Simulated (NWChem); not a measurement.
Everything below was run with NWChem. System: AgCl, charge 0, spin multiplicity 1, at a geometry optimised with PBE0/def2-SVP with def2 effective core potentials on Ag. The structure started from a generated list of species. Level: B3LYP/def2-SVP with def2 effective core potentials on Ag, VWN1-RPA local correlation.

NWChem printed:

```
             Northwest Computational Chemistry Package (NWChem) 7.3.0
             --------------------------------------------------------

                                NWChem Input Module
                                -------------------

 Scaling coordinates for geometry "geometry" by  1.889725989
 (inverse scale =  0.529177249)

                             Geometry "geometry" -> ""
                             -------------------------

 Output coordinates in angstroms (scale by  1.889725989 to convert to a.u.)

  No.       Tag          Charge          X              Y              Z
 ---- ---------------- ---------- -------------- -------------- --------------
    1 Ag                  47.0000     0.00000000     0.00000000    -0.61122200
    2 Cl                  17.0000     0.00000000     0.00000000     1.68985000

 Effective nuclear repulsion energy (a.u.)     183.7459331784

            Nuclear Dipole moment (a.u.)
            ----------------------------
        X                 Y               Z
 ---------------- ---------------- ----------------
     0.0000000000     0.0000000000     0.0000302356


 Summary of "ao basis" -> "" (spherical)
 ------------------------------------------------------------------------------
       Tag                 Description            Shells   Functions and Types
 ---------------- ------------------------------  ------  ---------------------
 *                          def2-svp                  on all atoms

                                 NWChem DFT Module
                                 -----------------

 Summary of "ao basis" -> "ao basis" (spherical)
 ------------------------------------------------------------------------------
       Tag                 Description            Shells   Functions and Types
 ---------------- ------------------------------  ------  ---------------------
 Ag                         def2-svp                11       31   5s3p2d1f
 Cl                         def2-svp                 8       18   4s3p1d

 Summary of "ao basis" -> "ao basis" (spherical)
 ------------------------------------------------------------------------------
       Tag                 Description            Shells   Functions and Types
 ---------------- ------------------------------  ------  ---------------------
 Ag                         def2-svp                11       31   5s3p2d1f
 Cl                         def2-svp                 8       18   4s3p1d
[...]
     3      0.100500  1 Ag s                  8      0.091141  1 Ag pz

 Vector   17  Occ=2.000000D+00  E=-2.617135D-01
              MO Center= -5.0D-08, -5.0D-08,  1.5D+00, r^2= 1.7D+00
   Bfn.  Coefficient  Atom+Function         Bfn.  Coefficient  Atom+Function
  ----- ------------  ---------------      ----- ------------  ---------------
    42      0.441599  2 Cl px                43      0.440763  2 Cl py
    39      0.321235  2 Cl px                40      0.320627  2 Cl py
    16     -0.194595  1 Ag d -1              18      0.194964  1 Ag d  1
    36      0.187588  2 Cl px                37      0.187233  2 Cl py
    12      0.070560  1 Ag px                13      0.070426  1 Ag py

 Vector   18  Occ=2.000000D+00  E=-2.617135D-01
              MO Center= -4.0D-09,  2.3D-09,  1.5D+00, r^2= 1.7D+00
   Bfn.  Coefficient  Atom+Function         Bfn.  Coefficient  Atom+Function
  ----- ------------  ---------------      ----- ------------  ---------------
    42      0.440763  2 Cl px                43     -0.441599  2 Cl py
    39      0.320627  2 Cl px                40     -0.321235  2 Cl py
    16      0.194964  1 Ag d -1              18      0.194595  1 Ag d  1
    36      0.187233  2 Cl px                37     -0.187588  2 Cl py
    12      0.070426  1 Ag px                13     -0.070560  1 Ag py

 Vector   19  Occ=0.000000D+00  E=-1.271902D-01
              MO Center=  3.1D-08,  5.1D-08, -1.1D+00, r^2= 4.1D+00
   Bfn.  Coefficient  Atom+Function         Bfn.  Coefficient  Atom+Function
  ----- ------------  ---------------      ----- ------------  ---------------
     4      0.603111  1 Ag s                  5      0.432060  1 Ag s
    44      0.345093  2 Cl pz                 2     -0.302906  1 Ag s
    14     -0.237923  1 Ag pz                41      0.190020  2 Cl pz
     3     -0.172736  1 Ag s                 11     -0.168843  1 Ag pz
     8      0.159753  1 Ag pz                 1      0.145583  1 Ag s

 Vector   20  Occ=0.000000D+00  E=-7.828037D-03
              MO Center= -4.0D-09, -3.3D-09, -6.5D-01, r^2= 7.4D+00
   Bfn.  Coefficient  Atom+Function         Bfn.  Coefficient  Atom+Function
  ----- ------------  ---------------      ----- ------------  ---------------
    12      0.646278  1 Ag px                13      0.629555  1 Ag py
    42     -0.163660  2 Cl px                 9      0.160893  1 Ag px
    43     -0.159425  2 Cl py                10      0.156730  1 Ag py
     6     -0.144576  1 Ag px                 7     -0.140835  1 Ag py
    39     -0.086154  2 Cl px                40     -0.083924  2 Cl py

 Vector   21  Occ=0.000000D+00  E=-7.828036D-03
              MO Center=  3.7D-08, -3.4D-08, -6.5D-01, r^2= 7.4D+00
   Bfn.  Coefficient  Atom+Function         Bfn.  Coefficient  Atom+Function
  ----- ------------  ---------------      ----- ------------  ---------------
    13     -0.646278  1 Ag py                12      0.629555  1 Ag px
    43      0.163660  2 Cl py                10     -0.160893  1 Ag py
    42     -0.159425  2 Cl px                 9      0.156730  1 Ag px
     7      0.144576  1 Ag py                 6     -0.140835  1 Ag px
    40      0.086154  2 Cl py                39     -0.083924  2 Cl px

 center of mass
 --------------
 x =   0.00000000 y =   0.00000000 z =  -0.08325688

 moments of inertia (a.u.)
 ------------------
         498.236099677014           0.000000000000           0.000000000000
           0.000000000000         498.236099677014           0.000000000000
           0.000000000000           0.000000000000           0.000000000000

     Multipole analysis of the density
     ---------------------------------

     L   x y z        total         alpha         beta         nuclear
     -   - - -        -----         -----         ----         -------
     0   0 0 0      0.000000    -18.000000    -18.000000     36.000000

     1   1 0 0      0.000000      0.000000      0.000000      0.000000
     1   0 1 0      0.000000      0.000000      0.000000      0.000000
     1   0 0 1     -1.934385    -17.137797    -17.137797     32.341209

     2   2 0 0    -23.489275    -11.744638    -11.744638      0.000000
     2   1 1 0      0.000000      0.000000      0.000000      0.000000
     2   1 0 1      0.000000      0.000000      0.000000      0.000000
     2   0 2 0    -23.489275    -11.744638    -11.744638      0.000000
     2   0 1 1      0.000000      0.000000      0.000000      0.000000
     2   0 0 2    -23.875736   -111.290833   -111.290833    198.705930

 Task  times  cpu:        0.8s     wall:        0.8s

 Total times  cpu:        0.8s     wall:        0.8s
```

Task: Write an NWChem input that would produce this output.

Result: One answer among several that fit: 
```
start mol
memory heap 200 mb stack 900 mb global 1100 mb
geometry units angstroms nocenter noautoz noautosym
  Ag     0.000000     0.000000    -0.611222
  Cl     0.000000     0.000000     1.689850
end
basis spherical
  * library def2-svp
end
ecp
  Ag library def2-ecp
end
dft
  xc b3lyp
  semidirect memsize 60000000 filesize 0
  iterations 100
end
task dft energy
```
